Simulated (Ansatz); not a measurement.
Cost and result for the atomization energy of AlBrH$_{2}$OZn (6 atoms, 5 bonds).

Cartesian coordinates in Å:
```
O -1.220 -0.310 0.786
Al 0.368 -0.351 0.195
Zn 0.563 2.465 -0.473
Br 0.707 -1.047 -1.947
H -1.983 -0.450 0.227
H 1.565 -0.307 1.211
```

Charge 0, multiplicity 1. For Zn the d shell is correlated and the shells below it are frozen. Correlated methods include outer-core shells of Br, which these sets cover unevenly. Scalar relativity is left out up to krypton. The bonds changed during the relaxation, so this is another structure than the one it started from. Geometry: relaxed with PBE0-D4/def2-TZVP. It is one conformer, not always the lowest. Program: Ansatz. All runs use 4 threads of an Arm Neoverse V2 on a shared host. Times are those of one run each, without the atoms' runs, and a repeat can differ threefold. Electronic energies, without spin–orbit coupling; frozen cores. CCSD(T)/CBS adds CCSD(T) − MP2 in def2-TZVPP to the MP2 limit, and its time is that of the two runs behind it. T1 = 0.012. With those shells the extrapolation isn't a true limit. B3LYP takes the VWN-RPA correlation (the form of Gaussian; ORCA's B3LYP/G).

CCSD(T)/CBS is a level of theory with its own doubt, some kJ/mol a heavy atom from the limit and from the frozen cores, so smaller differences don't rank the functionals.

```json
{"level": "LDA (SPW92)/def2-TZVPP", "functions": "213", "wall time": "0.95 s"}
{"level": "BLYP-D4/def2-TZVPP", "functions": "213", "wall time": "1.8 s"}
{"level": "PBE-D4/def2-TZVPP (with forces)", "functions": "213", "wall time": "1.9 s"}
{"level": "CAM-B3LYP-D4/def2-TZVPP", "functions": "213", "wall time": "3 s"}
{"level": "CCSD(T)/def2-SVP", "functions": "105", "wall time": "3.7 s"}
{"level": "r2SCAN-D4/def2-TZVPP (with forces)", "functions": "213", "wall time": "3.9 s"}
{"level": "B3LYP-D4/def2-TZVPP (with forces)", "functions": "213", "wall time": "4 s"}
{"level": "PBE-QIDH/def2-TZVPP", "functions": "213", "wall time": "4.4 s"}
{"level": "B97M-V/def2-TZVPP", "functions": "213", "wall time": "7 s"}
{"level": "ωB97M-V/def2-TZVPP (with forces)", "functions": "213", "wall time": "9 s"}
{"level": "MP2/def2-QZVPP", "functions": "376", "wall time": "15 s"}
{"level": "CCSD(T)/def2-TZVPP", "functions": "213", "wall time": "85 s"}
{"level": "CCSD(T)/CBS(def2)", "functions": "–", "wall time": "100 s"}
```

**Question.** What atomization energy does each give, and how far from CCSD(T)/CBS? (An estimate is asked.)

**Answer.** Computed: 
| level | atomization (kcal/mol) | difference from CCSD(T)/CBS | per bond |
| --- | --- | --- | --- |
| LDA (SPW92)/def2-TZVPP | 442.7 | 49.1 | 9.8 |
| BLYP-D4/def2-TZVPP | 385.2 | -8.4 | -1.7 |
| PBE-D4/def2-TZVPP (with forces) | 392.1 | -1.5 | -0.3 |
| CAM-B3LYP-D4/def2-TZVPP | 386.8 | -6.8 | -1.4 |
| CCSD(T)/def2-SVP | 359.6 | -34.0 | -6.8 |
| r2SCAN-D4/def2-TZVPP (with forces) | 393.1 | -0.5 | -0.1 |
| B3LYP-D4/def2-TZVPP (with forces) | 385.1 | -8.5 | -1.7 |
| PBE-QIDH/def2-TZVPP | 384.2 | -9.4 | -1.9 |
| B97M-V/def2-TZVPP | 390.6 | -3.0 | -0.6 |
| ωB97M-V/def2-TZVPP (with forces) | 388.7 | -4.9 | -1.0 |
| MP2/def2-QZVPP | 400.6 | 7.0 | 1.4 |
| CCSD(T)/def2-TZVPP | 378.9 | -14.7 | -2.9 |
| CCSD(T)/CBS(def2) | 393.6 | 0.0 | 0.0 |

The D4 term adds +6.9 kcal/mol with B3LYP and +3.6 kcal/mol with PBE0; it sums over pairs of atoms, weighted by their polarisabilities, and B3LYP, whose exchange is more repulsive, gets the larger term. From r2SCAN to r2SCAN0 (25 % exact exchange), in def2-TZVPP and without D4, the atomization energy moves by −9.3 kcal/mol: exact exchange takes away binding that semilocal exchange gives to molecules. In def2-TZVPP, CCSD(T) changes the Hartree–Fock value by +101.5 kcal/mol (the triples alone add +7.1 kcal/mol) and MP2 by +114.6 kcal/mol; breaking electron pairs costs correlation energy, which Hartree–Fock lacks.
